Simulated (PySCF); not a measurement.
Molecule (SMILES): [C]=C=[C] (closed-shell singlet).
Geometry (B3LYP-D3(BJ)/def2-TZVP, fixed):
```xyz
3

C      0.0000     0.0000    -1.2873
C      0.0000     0.0000     0.0000
C      0.0000     0.0000     1.2873
```
Charge 0, spin multiplicity 1.

Basis-set convergence of the isotropic shielding of C1 at PBE with PySCF. GIAO, no density fitting; atoms are numbered in the order shown. All functions are spherical. No added dispersion term, no relativity. Reference: the value in pcseg-3, -191.31 ppm, itself unsure by roughly 5.87 ppm (its distance from pcSseg-2).

```json
[
 {"basis": "pcSseg-0", "functions": "27", "isotropic shielding of C1 (ppm)": "-212.40"},
 {"basis": "6-31G**", "functions": "42", "isotropic shielding of C1 (ppm)": "-143.60"},
 {"basis": "cc-pVDZ", "functions": "42", "isotropic shielding of C1 (ppm)": "-153.58"},
 {"basis": "pcseg-1", "functions": "42", "isotropic shielding of C1 (ppm)": "-166.19"},
 {"basis": "pcSseg-1", "functions": "51", "isotropic shielding of C1 (ppm)": "-192.47"},
 {"basis": "6-31+G*", "functions": "54", "isotropic shielding of C1 (ppm)": "[?]"},
 {"basis": "aug-cc-pVDZ", "functions": "69", "isotropic shielding of C1 (ppm)": "-144.49"},
 {"basis": "6-311++G(2d,2p)", "functions": "81", "isotropic shielding of C1 (ppm)": "[?]"},
 {"basis": "cc-pVTZ", "functions": "90", "isotropic shielding of C1 (ppm)": "[?]"},
 {"basis": "def2-TZVPP", "functions": "93", "isotropic shielding of C1 (ppm)": "-179.34"},
 {"basis": "pcSseg-2", "functions": "108", "isotropic shielding of C1 (ppm)": "-197.18"},
 {"basis": "aug-cc-pVTZ", "functions": "138", "isotropic shielding of C1 (ppm)": "[?]"},
 {"basis": "pcseg-3", "functions": "180", "isotropic shielding of C1 (ppm)": "-191.31"}
]
```

**Question.** Fill in the missing entries.

**Answer.** 
- 6-31+G*, isotropic shielding of C1 (ppm): -136.69
- 6-311++G(2d,2p), isotropic shielding of C1 (ppm): -176.86
- cc-pVTZ, isotropic shielding of C1 (ppm): -176.73
- aug-cc-pVTZ, isotropic shielding of C1 (ppm): -174.56
